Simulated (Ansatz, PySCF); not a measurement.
C4H12Mo, SMILES [CH3][Mo]([CH3])([CH3])[CH3], multiplicity 1.

The structure is a stationary point at B3LYP-D3(BJ)/def2-SVP. The spin state was assumed, not searched. The def2 effective core potentials stand for the cores of Mo; spin–orbit coupling is left out.

Vertical ionisation energy (IE) and electron affinity (EA) in eV. Rows of orbital energies are one-electron estimates. Where ΔSCF, EOM or ADC give a negative EA the extra electron is unbound and the value depends on the basis.

```csv
level,IE,EA
"−ε(HOMO), −ε(LUMO), HF/def2-TZVP (PySCF)",8.66,-2.04
"ΔSCF, CAM-B3LYP/def2-SVPD (Ansatz), final states of multiplicity 2 and 2",6.31,0.63
"ΔSCF, PBE/def2-SVPD (Ansatz), final states of multiplicity 2 and 2",?,?
```

Problem. Fill in the missing entries. (The exact figures need the calculation; the answer reports its results.)

Solution. 
- ΔSCF, PBE/def2-SVPD (Ansatz, a first-principles code), final states of multiplicity 2 and 2, IE: 5.95
- ΔSCF, PBE/def2-SVPD (Ansatz), final states of multiplicity 2 and 2, EA: 0.46

Problem. What vertical singlet–triplet gap does ΔSCF give with CAM-B3LYP/def2-SVPD (Ansatz) and with PBE/def2-SVPD (Ansatz)? (The exact figures need the calculation; the answer reports its results.)

Solution. -0.57 and -0.54 eV (triplet above singlet where positive).
